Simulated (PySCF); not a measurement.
Core binding energy against partial charge

Compound: C3HN3S.
Bonds: N1–C2 (triple), C2–C3, C3–N4 (aromatic), N4–C5 (aromatic), C5–S6 (aromatic), S6–N7 (aromatic), C3–N7 (aromatic). Hydrogens: H8 on C5.

Binding energies: PySCF, delta-SCF UKS SCAN, pcX-2 on the ionised atom, pcseg-1 elsewhere, spin-free X2C. Charges: PBE0/pcSseg-1 ground-state density, for the ionised atom.

```
atom                          environment  C 1s (eV)  Mulliken (e)  IAO (e)  Hirshfeld (e)  ESP (e)
  C2                       nitrile carbon     292.69        +0.211   +0.148         +0.085   +0.102
  C5  aromatic CH next to a ring nitrogen     293.09        -0.041   -0.153         +0.016   +0.047
  C3          substituted aromatic carbon     293.98        +0.315   +0.170         +0.108   +0.775
```

Task: How well does each charge scheme correlate with the binding energies over these sites?

Result: ESP: r = 0.93, slope 1.5 eV per e; Mulliken: r = 0.48, slope 1.7 eV per e; Hirshfeld: r = 0.45, slope 6.1 eV per e; IAO: r = 0.28, slope 1.0 eV per e. ESP charges have the highest r, on only 3 points.

Task: The point-charge model writes a binding energy as kq + V + constant, with V the potential of the other atoms' charges at the site. What does it give with the ESP charges?

Result: V = Σ 14.40 eV Å × q/r over all other atoms: -0.66 eV at C2, +0.21 eV at C5, -9.26 eV at C3. Fitting binding energy − V to q gives k = 14.4 eV per e and leaves an rms residual of 0.13 eV, against 0.20 eV for the fit on q alone. The model has no term for differences in relaxation between sites.

Geometry: GFN2-xTB; no solvent, vibrations or thermal averaging.
